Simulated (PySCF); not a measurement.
C5H7GeNO2.
Cartesian coordinates in Å at the PBE0-D3(BJ)/def2-SVP level; atoms count from 1:
```xyz
16
C5H7GeNO2 angstrom
C      2.751    0.255    0.202
C      1.841   -0.680   -0.061
C      0.453   -0.386   -0.559
O      0.167    0.987   -0.596
Ge    -0.603    1.481    0.947
O     -0.860   -0.228    1.457
C     -0.615   -1.064    0.361
C     -1.857   -1.323   -0.391
N     -2.833   -1.507   -0.986
H      2.516    1.312    0.053
H      3.752   -0.006    0.554
H      2.085   -1.742    0.062
H      0.342   -0.789   -1.583
H      0.339    2.167    1.943
H     -1.901    2.237    0.647
H     -0.236   -2.033    0.727
```

All values: CAM-B3LYP/def2-SVPD (PySCF, non-relativistic), on one gas-phase PBE0-D3(BJ)/def2-SVP geometry that isn't relaxed in the solvent. The solvent is an IEF-PCM continuum (cavity from Bondi-type radii × 1.2), and excitations are vertical TDDFT with non-equilibrium linear response and a frozen core. Specific hydrogen bonds and non-electrostatic terms are outside this model. Spin–orbit coupling is left out although an atom past zinc is present.

Gas-phase singlets (H = HOMO, L = LUMO):

```csv
state,E (eV),λ (nm),f,leading configurations
S1,6.792,183,0.004,"H-1→L 72%, H-2→L 11%"
S2,7.040,176,0.013,"H→L 50%, H-2→L 21%, H-1→L 14%"
S3,7.203,172,0.011,"H-2→L 38%, H-1→L+1 19%, H→L 15%"
S4,7.223,172,0.168,H→L+1 67%
S5,7.252,171,0.002,"H-1→L+1 53%, H→L 14%, H-2→L 10%"
```

Task: What are the lowest 5 singlets in benzene (ε = 2.271)?

Result: 
```tsv
state	E (eV)	λ (nm)	f	leading configurations	change by rank (eV)
S1	6.836	181	0.005	H-1→L 68%, H-2→L 11%	+0.044
S2	7.033	176	0.197	H→L+1 45%, H→L 33%	-0.007
S3	7.162	173	0.109	H→L+1 41%, H→L 23%, H-1→L 13%	-0.041
S4	7.252	171	0.034	H-1→L+1 49%, H-2→L 24%	+0.029
S5	7.289	170	0.009	H-2→L 38%, H→L 19%, H-1→L+1 16%	+0.037
```

Task: The ground-state energy changes by -0.180 eV from gas to benzene. By how much does the total energy of gas-phase S1 change?

Result: E(S1) = E(S0) + excitation energy, so it changes by -0.180 + 0.044 = -0.136 eV: it is lowered less than the ground state, which is what a blue shift means. This is the vertical state, with the slow part of the continuum still set for S0.

Task: How do the frontier levels move from gas to benzene?

Result: 
```
orbital  gas (eV)  solvent (eV)  change (eV)
 LUMO+2      0.88          1.04        +0.16
 LUMO+1      0.61          0.76        +0.15
   LUMO      0.23          0.42        +0.19
   HOMO     -9.39         -9.24        +0.15
 HOMO-1    -10.02         -9.90        +0.12
 HOMO-2    -10.38        -10.32        +0.06
 HOMO-3    -10.83        -10.82        +0.01
```

The HOMO–LUMO gap goes from 9.61 to 9.65 eV.
